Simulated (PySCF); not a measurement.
Species: BCl2(OEt), C₂H₅BCl₂O.
Bonds: B1–Cl2, B1–Cl3, B1–O4, O4–C5, C5–C6. Hydrogens: H7, H8 on C5; H9, H10, H11 on C6.

Method: PySCF 2.14.0, PBE0-D3(BJ)/def2-SVP geometry optimisation, gas phase.

(1) List the bond lengths, angles and torsions at this level.

Answers

(1) 
```csv
bond,length (bohr)
B1–Cl2,3.316
B1–Cl3,3.341
B1–O4,2.513
O4–C5,2.684
C5–C6,2.855
"C5–H7, C5–H8",2.080
"C6–H9, C6–H10, C6–H11",2.079
```

Bonds in one row agree within 0.02 bohr and their mean is given. A selection of angles:
```csv
angle,degrees
Cl2–B1–Cl3,119.1
Cl2–B1–O4,118.6
Cl3–B1–O4,122.4
B1–O4–C5,125.6
O4–C5–C6,111.0
O4–C5–H7,106.0
O4–C5–H8,109.7
C6–C5–H7,111.0
H7–C5–H8,108.1
C5–C6–H9,110.1
C5–C6–H10,110.8
H9–C6–H10,108.1
H10–C6–H11,108.6
```

Torsions: Cl2–B1–O4–C5 -178° (antiperiplanar); B1–O4–C5–C6 87° (synclinal). The mirror-image conformer, all signs reversed, is as good.

Of the pairs four or more bonds apart, Cl3···H8 is among the closest relative to their van der Waals radii: 2.73 Å, 93 % of the sum of Bondi's values. B1 (boron bonded to 2 Cl and O) is planar (angles 122.4°, 119.1° and 118.6°, sum 360.0°, 0.00 Å off the plane of its three neighbours).

Point group: C1 (no symmetry element, even within 0.4 Å). No PBE0-D3(BJ)/def2-SVP frequencies stand behind this structure, so it isn't proved a minimum. One conformer, not necessarily the lowest.
